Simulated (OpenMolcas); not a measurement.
# Xe+: thermal populations, worked from levels

* Program: OpenMolcas
* Basis: ANO-RCC-VTZP [7s6p4d2f1g]
* Scalar Hamiltonian: DKH2, point nucleus
* Active space: 7 electrons in 9 orbitals (RAS2 5s 5p; RAS3 5d, at most 2 electrons)
* State averaging: 2S+1 = 2 odd, 3 roots; 2S+1 = 2 even, 1 root
* Spin-orbit coupling: RASSI with atomic mean-field integrals over the reference wave functions, term energies averaged over their components

Methods: RASSCF; SS-RASPT2, IPEA 0.25 Eh, imaginary shift 0.1 Eh (closed shells correlated: 4d). Measured levels: NIST Handbook of Basic Atomic Spectroscopic Data.

**Thermal populations.** Z = Σ (2J + 1) exp(-E/kT) with k = 0.695035 cm-1/K, over the levels below. No other level of either list lies under 90000 cm-1, which is above 7 kT at each temperature.

```
          Level  2J + 1  SS-RASPT2  measured
5s2 5p5 2P* 3/2       4        0.0       0.0
5s2 5p5 2P* 1/2       2       9350     10537
```

```tsv
T (K)	Z, SS-RASPT2	Z, measured levels	Ground level (%), SS-RASPT2	Ground level (%), measured levels
5000	4.136	4.096	96.7	97.6
8000	4.372	4.301	91.5	93.0
12000	4.652	4.565	86.0	87.6
```

At 12000 K, kT = 8340 cm-1, and the computed levels give Z = 4.000 + 0.652 = 4.652.

Active for correlation alone: 5d; no level in the range computed is led by a configuration that fills it, so any true level of that kind is missing. Computed and measured levels are paired by configuration, term and J; levels that our copy of the source lacks, or whose pairing is in doubt (as where it misses far off the trend of its configuration), stay unpaired and out of the deviations. Levels of configurations outside the active space are missing.

* marks odd parity.
